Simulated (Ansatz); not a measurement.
Molecule: C$_{2}$H$_{9}$P$_{2}$Si, net charge -1, singlet state. It need not be the lowest isomer of its formula. Whether it binds its extra electron was not tested at this geometry. 
Coordinates optimised at B3LYP-D3(BJ)/def2-TZVP (Ansatz, an electronic-structure program):
```
Si
C 1 1.7534
H 2 1.0873 1 120.34
H 2 1.0894 3 113.61 1 -149.89
C 1 1.9022 2 113.42 3 172.21
H 5 1.0919 1 110.00 2 -56.38
H 5 1.0925 6 108.99 1 123.16
H 5 1.0943 6 108.13 7 117.04
P 1 2.3053 2 108.35 3 54.10
H 9 1.4194 1 94.06 2 -44.93
H 9 1.4265 10 93.24 1 100.69
P 1 2.3879 2 127.51 3 -65.32
H 12 1.4208 1 94.78 2 46.44
H 12 1.4249 13 93.02 1 95.91
```
Charge -1, spin multiplicity 1.

Basis-set convergence of Hartree-Fock and MP2 correlation energies (hartree) with Ansatz. Cores are frozen in the correlated levels unless marked. No spin-orbit coupling. Non-relativistic.

```tsv
basis	functions	E(HF)	E(corr, MP2)
aug-cc-pV(D+d)Z	223	-1051.39592	-0.69646
aug-cc-pV(T+d)Z	464	…	…
```

Q: Fill in the missing entries.

A: 
- aug-cc-pV(T+d)Z, E(HF): -1051.45067
- aug-cc-pV(T+d)Z, E(corr, MP2): -0.83533
